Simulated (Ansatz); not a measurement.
In8Sb7H24⁻, a nanocrystal cut from zinc blende InSb (hydrogen-capped), relaxed as a singlet with RKS PBE-D4/def2-SVP in Ansatz, starting from a model built from a lattice or polyhedron. Force threshold 0.03 eV/Å.

In the def2 sets In, Sb take a core potential; there is no spin–orbit coupling. Single mean-field runs in def2-SVP are fitted with def2-universal-jkfit.

Start:

```xyz
39

Sb    4.644    0.745   -0.882
Sb    1.110   -0.467   -3.535
Sb    0.940    3.418   -1.089
Sb    0.730   -0.625    1.047
Sb   -2.981    2.054    0.826
Sb   -2.829   -1.818   -1.596
Sb   -3.184   -2.003    2.957
In    3.733    3.382   -0.853
In    3.939   -0.461   -3.325
In    3.529   -0.654    1.264
In   -0.037   -1.820   -1.353
In   -0.208    2.028    1.094
In   -0.376   -2.010    3.190
In   -4.107    0.670    2.988
In   -3.938   -3.214    0.554
H     6.361    0.743   -0.753
H     0.629   -1.205   -4.994
H     0.537    1.170   -3.522
H     0.484    2.692   -2.544
H     0.384    5.073   -1.072
H    -3.457    1.306   -0.649
H    -3.542    3.672    0.840
H    -3.304   -2.571   -3.093
H    -3.398   -0.209   -1.584
H    -3.880   -2.877    4.278
H     4.415    4.295   -2.202
H     4.212    4.165    0.643
H     4.600    0.429   -4.643
H     4.448   -2.113   -3.314
H     4.094   -2.300    1.253
H     3.981    0.114    2.767
H     0.521   -3.491   -1.418
H     0.268    2.796    2.544
H     0.079   -1.262    4.700
H     0.177   -3.687    3.186
H    -3.652    1.432    4.475
H    -5.866    0.681    2.862
H    -3.371   -4.873    0.548
H    -5.687   -3.206    0.406
```

| step | energy (eV) | largest force component (eV/Å) | SCF passes |
| --- | --- | --- | --- |
| 1 | -87549.3326 | 1.213 | 20 |
| 2 | -87550.6360 | 0.777 | 24 |
| 3 | -87551.0134 | 0.218 | 20 |
| 4 | -87551.0739 | 0.087 | 19 |
| 5 | -87551.1031 | 0.059 | 18 |
| 6 | -87551.1269 | 0.056 | 18 |
| 7 | -87551.1413 | 0.057 | 19 |
| 8 | -87551.1552 | 0.090 | 19 |
| 9 | -87551.1602 | 0.081 | 20 |
| 10 | -87551.1649 | 0.011 | 20 |
| 11 | -87551.1656 | 0.018 | 20 |

Force components are those of the run's own axes.

End:

```xyz
39

Sb    4.480    0.848   -1.052
Sb    1.309   -0.714   -3.328
Sb    1.143    3.381   -0.753
Sb    0.903   -0.773    1.285
Sb   -2.812    1.998    1.185
Sb   -2.641   -2.101   -1.384
Sb   -3.280   -1.874    2.762
In    4.029    3.667   -1.234
In    4.183   -0.213   -3.690
In    3.792   -0.689    1.344
In    0.217   -2.126   -1.075
In    0.049    1.894    1.451
In   -0.443   -2.171    3.428
In   -4.660    0.618    3.009
In   -4.488   -3.272    0.580
H     6.207    0.855   -0.957
H     0.561   -1.382   -4.734
H     0.430    0.764   -3.399
H     0.365    2.745   -2.151
H     0.295    4.884   -0.800
H    -3.129    1.545   -0.445
H    -3.220    3.658    0.947
H    -2.964   -2.604   -3.004
H    -3.045   -0.453   -1.672
H    -4.020   -2.723    4.075
H     4.208    4.271   -2.864
H     4.542    4.532    0.196
H     4.324    1.014   -4.927
H     4.808   -1.839   -3.844
H     4.386   -2.305    1.038
H     4.276    0.320    2.688
H     0.739   -3.792   -1.203
H     0.462    2.760    2.915
H    -0.220   -1.252    4.898
H    -0.111   -3.879    3.252
H    -4.330    1.432    4.522
H    -6.220    0.604    2.222
H    -4.040   -4.962    0.525
H    -6.081   -2.666    0.193
```

By distances, no bond broke or formed. The bond that changes most is Sb6–In15, from 2.79 to 2.94 Å (atoms count from 1). A close non-bonded pair moves further: H21–H24, from 1.78 to 2.35 Å.

The force fell under the threshold at step 10, but the optimiser went on. No frequencies were taken in this run, so the end may be a saddle point.

Hardware: 2 threads of AMD EPYC 7R13 on a shared host and a share (18 GiB) of an NVIDIA H100 80GB HBM3. Wall time 81 s, peak host memory 1.2 GiB.
